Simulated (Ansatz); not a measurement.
Reactions of F$_{3}$HSi, SMILES `F[SiH](F)F`.

Computed with Ansatz on PBE0-D4/def2-TZVP structures; ΔE is electronic, products minus reactants. CCSD(T)/CBS adds triple-zeta CCSD(T) − MP2 to the extrapolated MP2 energy (def2 sets, frozen cores). This one scheme is used for every species, atoms too. Open shells (•) are unrestricted, without spin–orbit coupling. Spin–orbit coupling would lower the free atoms: a little for Cl, F. For Br, Ge outer-core shells are correlated without core-valence functions, so the limit isn't a true one: a few kJ/mol of doubt a bond, and 10 to 20 or more in all where bonds break to atoms. Scalar relativity is left out up to krypton. Each species was taken in one conformer, which may not be the lowest.

Q: Order these by ΔE at CCSD(T)/CBS, lowest first. (Best estimate.)
A. `F[SiH](F)F` → H• + `F[Si](F)F`•
B. `F[SiH](F)F` + HBr → `F[SiH](F)Br` + H–F
C. `F[SiH](F)F` → F• + `F[SiH]F`•
D. `F[SiH](F)F` → F₂ + `F[SiH]`
E. `F[SiH](F)F` → `F[Si]F` + H–F
F. `F[SiH](F)F` + `[SH][GeH3]` → `F[SiH](F)[S][GeH3]` + H–F
G. `F[SiH](F)F` + H₂S → `F[SiH](F)S` + H–F
H. `F[SiH](F)F` + Cl• → `F[Si](F)F`• + HCl

A: H (-5.5 kJ/mol), B (+60.4 kJ/mol), F (+84.2 kJ/mol), G (+96.2 kJ/mol), E (+301.1 kJ/mol), A (+445.1 kJ/mol), C (+703.8 kJ/mol), D (+1065.0 kJ/mol).

Largest T1 diagnostic: 0.015, for `F[SiH]`.
